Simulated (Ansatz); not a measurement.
System: 2-bromofuran, C4H3BrO (charge 0, singlet). SMILES: c1(Br)ccco1
Geometry: optimised at B3LYP-D3(BJ)/def2-TZVP (Ansatz, an electronic-structure program).

Quantity: vertical ionisation energy (to the doublet state of charge +1; each state is the SCF solution reached for its spin; for the singlet the Hartree-Fock reference is unstable and T1 is 0.013), in eV. Valence correlation only, unless marked. Open shells are spin-unrestricted. Spin-orbit coupling is left out. Frozen are the shells of the preceding noble gas and the d and f shells that filled before the atom's block. No relativistic terms. Basis-set limits of correlation are two-point, X^-3; Hartree-Fock from the larger set. [CCSD(T)-MP2]/basis is that difference in the basis named.

| level | program | vertical ionisation energy (eV) |
|---|---|---|
| SVWN5/def2-TZVPD | Ansatz | ? |
| PBE/def2-TZVPD | Ansatz | 8.50 |
| r2SCAN/def2-TZVPD | Ansatz | 8.50 |
| CAM-B3LYP/def2-TZVPD | Ansatz | ? |
| wB97M-V/def2-TZVPD | Ansatz | 8.71 |
| SCS-MP2/aug-cc-pVTZ | Ansatz | 9.09 |
| CCSD/aug-cc-pVDZ | Ansatz | ? |
| RI-MP2/CBS(aug-cc-pVTZ,aug-cc-pVQZ)+[CCSD(T)-MP2]/aug-cc-pVTZ | Ansatz | ? |

Question: Some entries are withheld; supply them.

Answer: 
- SVWN5/def2-TZVPD, vertical ionisation energy (eV): 8.76
- CAM-B3LYP/def2-TZVPD, vertical ionisation energy (eV): 8.72
- CCSD/aug-cc-pVDZ, vertical ionisation energy (eV): 8.66
- RI-MP2/CBS(aug-cc-pVTZ,aug-cc-pVQZ)+[CCSD(T)-MP2]/aug-cc-pVTZ, vertical ionisation energy (eV): 8.92
